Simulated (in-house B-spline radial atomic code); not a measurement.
The numbers below are computed, except where a source is named.
**Making a Troullier-Martins p channel for Sc, r_c = 0.84 bohr**

Sc, [Ar] 3d1 4s2, non-relativistic PBE, spherical and spin-unpolarised, from a B-spline radial code for spherical atoms (atomic units). The all-electron 3p level is ε = -1.235018 hartree, its outermost node lies just inside 0.40 bohr and its outer maximum at 0.97 bohr.

Inside r_c the pseudo-orbital is u(r) = r^2 exp(p(r)), with p = c0 + c2 r² + c4 r⁴ + … + c12 r¹². The seven coefficients follow from p and its first four derivatives at r_c, from zero curvature of the screened potential at the origin, c4 = −c2²/(2l + 5), and from the norm inside r_c. At r_c the all-electron orbital has P = 0.9581217, P' = 0.6126593, the screened potential V = -5.602631, V' = 12.93601, V'' = -39.21077, and the norm inside is Q = 0.2403815.

**Question.** What are p, p' and p'' at r_c?

**Answer.** p = ln(P/r_c^2) = ln(0.9581217/0.7056) = 0.30593. p' = P'/P − 2/r_c = 0.63944 − 2.38095 = -1.74151. The radial equation gives p'' = 2(V − ε) − 2(2) p'/r_c − p'² = -8.73523 − (-8.29292) − 3.03287 = -3.47517. Differentiating, p''' = 2V' + 2(2)p'/r_c² − 2(2)p''/r_c − 2p'p'' = 20.444, and p'''' = 2V'' − 4(2)p'/r_c³ + 4(2)p''/r_c² − 2(2)p'''/r_c − 2p''² − 2p'p''' = -144.62.

For a trial c2 the five matching conditions are linear in c0, c6, c8, c10 and c12, and c2 is varied until the norm inside r_c equals Q. The root nearest zero gives:

| n | c_n |
| --- | --- |
| 0 | 1.238415 |
| 2 | -2.373179 |
| 4 | -0.8045681 |
| 6 | 17.6578 |
| 8 | -39.99853 |
| 10 | 36.19906 |
| 12 | -11.96934 |

**Question.** Check c4 and p(r_c), and find the screened pseudopotential at the origin.

**Answer.** −c2²/7 = -0.804568, as listed. The terms c_n r_c^n are 1.23842, -1.67451, -0.40057, 6.20315, -9.91467, 6.33126, -1.47714, which sum to 0.30593. Inverting the radial equation, V_l(r) = ε + 2 p'/r + (p'' + p'²)/2, so V_l(0) = ε + (2l + 3) c2 = -1.235018 + 5 × (-2.37318) = -13.1009 hartree, finite where the all-electron potential diverges.

Orbitals and screened potentials:

```json
{"r (bohr)": "0.084", "P": "-0.2971", "u": "0.02394", "V all-electron": "-192.0", "V pseudo": "-13.08"}
{"r (bohr)": "0.21", "P": "-0.4913", "u": "0.137", "V all-electron": "-56.62", "V pseudo": "-12.32"}
{"r (bohr)": "0.336", "P": "-0.195", "u": "0.3007", "V all-electron": "-27.77", "V pseudo": "-9.487"}
{"r (bohr)": "0.462", "P": "0.2301", "u": "0.4745", "V all-electron": "-16.44", "V pseudo": "-5.512"}
{"r (bohr)": "0.588", "P": "0.59", "u": "0.6546", "V all-electron": "-10.65", "V pseudo": "-3.78"}
{"r (bohr)": "0.714", "P": "0.8313", "u": "0.8352", "V all-electron": "-7.603", "V pseudo": "-5.506"}
{"r (bohr)": "0.84", "P": "0.9581", "u": "0.9581", "V all-electron": "-5.603", "V pseudo": "-5.603"}
```

Logarithmic derivatives P'/P at R = 1.14 bohr, for energies E around ε:

| E − ε (hartree) | all-electron | pseudo |
| --- | --- | --- |
| -0.5 | 0.0366907 | 0.0353236 |
| -0.25 | -0.215963 | -0.216324 |
| -0.1 | -0.379554 | -0.379575 |
| 0 | -0.494253 | -0.494201 |
| 0.1 | -0.613877 | -0.613904 |
| 0.25 | -0.803435 | -0.803939 |
| 0.5 | -1.15034 | -1.15296 |

**Question.** With P(R) = 0.9508158 and a norm of 0.5293132 inside R, what slope in energy does norm conservation fix?

**Answer.** d(P'/P)/dE = −2 × (norm inside R)/P(R)² = -1.1710 per hartree·bohr at E = ε, for both atoms, since orbital and norm agree at R. Differences over ±0.1 hartree give -1.1716 (all-electron) and -1.1716 (pseudo), which also hold third-order terms. Half a hartree below ε the two curves differ by -0.0014.
